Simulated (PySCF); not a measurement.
Cl2HOTi, SMILES [OH][Ti+]([Cl])[Cl], charge +1, multiplicity 1. Atoms are numbered in the order given.

```xyz
5

Ti    -0.3881    -0.3350     0.0000
Cl     0.1562     0.7398     1.7500
Cl     0.1562     0.7398    -1.7500
O      0.2904    -1.8913     0.0000
H      0.9027    -2.6527     0.0000
```
Charge +1, spin multiplicity 1.

The structure is a stationary point at B3LYP-D3(BJ)/def2-SVP. The multiplicity is an assumed one; other spin states were not compared. The isomer is the one that the SMILES or the coordinates give; other isomers of the formula were not compared. Other conformers were not sampled.

Two levels are set side by side: PBE/pcSseg-1 (PySCF) and HF/pcSseg-1 (PySCF). GIAO shifts against H2O (¹⁷O), HCl (³⁵Cl), TMS (¹H) at the same level; non-relativistic, no solvent, atoms listed together averaged. Without spin–orbit terms, shifts of atoms bonded to Cl or Br come out too high at both levels. Differences are taken from unrounded values.

| quantity | HF | PBE | PBE minus HF |
|---|---|---|---|
| δ(³⁵Cl) of Cl2, Cl3 (ppm) | 1202.6 | 1372.3 | 169.7 |
| δ(¹⁷O) of O4 (ppm) | 455.8 | 500.1 | 44.3 |
| δ(¹H) of H5 (ppm) | 6.15 | 8.69 | 2.54 |

Rough cost on one machine, each run with all the roots and properties that it gave: HF against PBE within a factor of 2.
